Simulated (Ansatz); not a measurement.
Total energies of C2H7Si2 (`[SiH2]/C=C/[SiH3]`) radical.

```xyz
11

Si   -1.260   -1.856    1.176
C    -0.163   -0.454    0.727
C     0.006    0.006   -0.527
Si    1.181    1.379   -0.970
H    -2.279   -2.138    0.131
H    -1.847   -1.749    2.537
H     0.434   -0.011    1.526
H    -0.583   -0.446   -1.327
H     1.861    1.844    0.268
H     2.199    0.909   -1.949
H     0.451    2.517   -1.593
```

The species carries charge 0 and has multiplicity 2. Geometry: relaxed with PBE0-D4/def2-TZVP. Basis def2-TZVPP, the Gaussian-basis code of Ansatz.

RPA on PBE orbitals: Hartree–Fock energy of these orbitals -657.60608 Eh, correlation -1.02310 Eh (frozen core).

```json
{"functional": "PBE", "energy without D4 (Eh)": "-658.95586", "D4 term (kJ/mol)": "-24.0"}
{"functional": "revPBE", "energy without D4 (Eh)": "-659.23077", "D4 term (kJ/mol)": "-71.7"}
{"functional": "BLYP", "energy without D4 (Eh)": "-659.32412", "D4 term (kJ/mol)": "-52.7"}
{"functional": "r2SCAN", "energy without D4 (Eh)": "-659.27131", "D4 term (kJ/mol)": "-5.9"}
{"functional": "B3LYP", "energy without D4 (Eh)": "-659.42606", "D4 term (kJ/mol)": "-38.8"}
{"functional": "r2SCANh", "energy without D4 (Eh)": "-659.26480", "D4 term (kJ/mol)": "-6.3"}
{"functional": "HSE06 (plane-wave form)", "energy without D4 (Eh)": "-659.00823", "D4 term (kJ/mol)": "-19.0"}
{"functional": "CAM-B3LYP", "energy without D4 (Eh)": "-659.33587", "D4 term (kJ/mol)": "-20.7"}
{"functional": "ωB97M-V", "energy without D4 (Eh)": "-659.27500", "D4 term (kJ/mol)": "–"}
{"functional": "PBE-QIDH", "energy without D4 (Eh)": "-658.83994", "D4 term (kJ/mol)": "–"}
```

Task: Give the same for LDA (SPW92), B97M-V, PBE0, r2SCAN0, BHLYP, LC-ωPBE, ωB97X-V, B2PLYP. (Estimate.)

Result: Computed: 
```tsv
functional	energy without D4 (Eh)	D4 term (kJ/mol)
LDA (SPW92)	-656.27191	–
B97M-V	-659.22881	–
PBE0	-659.02661	-20.3
r2SCAN0	-659.25608	-7.0
BHLYP	-659.32515	-30.0
LC-ωPBE	-659.13202	–
ωB97X-V	-659.25468	–
B2PLYP	-659.05313	–
```

B3LYP takes the VWN-RPA correlation (the form of Gaussian; ORCA's B3LYP/G). HSE06 is the plane-wave form, built on full-range PBE exchange. The double hybrids freeze the cores in their second-order part.

LC-ωPBE has ω = 0.4 bohr⁻¹.
